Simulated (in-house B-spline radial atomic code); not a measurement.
Configurations of the zinc ion Zn³⁺, with energies counted from [Ar] 3d9. Method: scalar-relativistic (X2C) LDA exchange-only, spin-polarised, spherical fractional occupations, Fermi nucleus of rms radius 3.9283 fm. Calculated with an all-electron radial atomic-structure program (B-spline basis). Shells without spins written out take the highest spin.

Occupations are held fixed; configurations that lie above the ionisation limit could autoionise.

```
                                              configuration  E - E(ref) (eV)  highest orbital  its <r> (bohr)
                                               [Ar] 3d8 4d1           37.552            4d up           3.034
                                       [Ne] 3s2 3p5 3d9 4s1           89.892            4s up           1.935
[Ne] 3s2 3p(2 up, 3 down) 3d(5 up, 4 down) 4s(1 up, 0 down)           91.465            4s up           1.942
[Ne] 3s2 3p(2 up, 3 down) 3d(4 up, 5 down) 4p(1 up, 0 down)           99.735            4p up           2.237
                                       [Ne] 3s2 3p5 3d9 4d1           112.11            4d up           3.029
                                       [Ne] 3s2 3p5 3d9 4f1           120.23            4f up            4.35
```

**Question.** Order these further configurations by energy, lowest first.
A. [Ne] 3s2 3p(3 up, 2 down) 3d10
B. [Ar] 3d8 4s1
C. [Ar] 3d8 4p1
D. [Ne] 3s2 3p5 3d9 4p1
E. [Ar] 3d(5 up, 3 down) 4d(0 up, 1 down)

**Answer.** B (15.398 eV), C (24.856 eV), E (37.813 eV), A (73.803 eV), D (99.376 eV).

**Question.** How far above the reference does [Ar] 3d8 4f1 lie?

**Answer.** 45.637 eV; its least bound orbital is 4f up with <r> = 4.349 bohr.
